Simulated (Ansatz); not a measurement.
CH4Si, SMILES `C[SiH]` (charge 0, multiplicity 1).

Cartesian coordinates (Å):
```xyz
6

C     -0.5234    -0.0780    -0.0423
Si     1.2502    -0.7292    -0.2556
H     -1.2895    -0.7940    -0.3395
H     -0.6548     0.8437    -0.6222
H     -0.6905     0.2056     1.0042
H      1.9079     0.5519     0.2554
```
Charge 0, spin multiplicity 1.

Frozen-core energies in 6-31g from Ansatz (a quantum-chemistry and plane-wave program) at a geometry from B3LYP-D3(BJ)/def2-TZVP; the HF reference has <S^2> = 0.00 (restricted, and unstable towards unrestricted orbitals) and the T1 diagnostic is 0.010.

| level | energy (Ha) | difference from CCSDTQ (mHa) |
|---|---|---|
| HF | -329.00579 | 168.72 |
| MP2 | -329.14071 | 33.81 |
| CCSD | -329.17072 | 3.80 |
| CCSD(T) | -329.17381 | 0.70 |
| CCSDT | -329.17429 | 0.22 |
| CCSDT(Q) | -329.17450 | 0.01 |
| CCSDTQ | -329.17452 | 0.00 |
